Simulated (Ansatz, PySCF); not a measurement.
Torsion H4–O1–Ge2–F3 in FGeHO (SMILES [OH][Ge][F]); at each angle all else is relaxed with GFN2-xTB, and the levels are single points there.
Geometry at 0° (charge 0, multiplicity 1):
```xyz
4

O     -0.943     0.216     0.211
Ge     0.635     0.887    -0.104
F      1.125    -0.321    -1.411
H     -1.340    -0.543    -0.214
```

On the grid 0° to 330°, 300° is the highest and 0° the lowest point at CCSD(T)/CBS(cc-pVTZ, cc-pVQZ).

Correlated levels freeze the cores. Filled d and f shells under p-block atoms count as core. CBS(a, b) extrapolates the correlation energy as X⁻³ and adds the Hartree–Fock energy of set b.

Codes used: Ansatz (a quantum-chemistry and plane-wave program) with Gaussian orbitals; PySCF for the dispersion terms. Values without a source in brackets are computed.

Give the energy at 300° less that at 0° at the level HF/cc-pVDZ.

33 kJ/mol
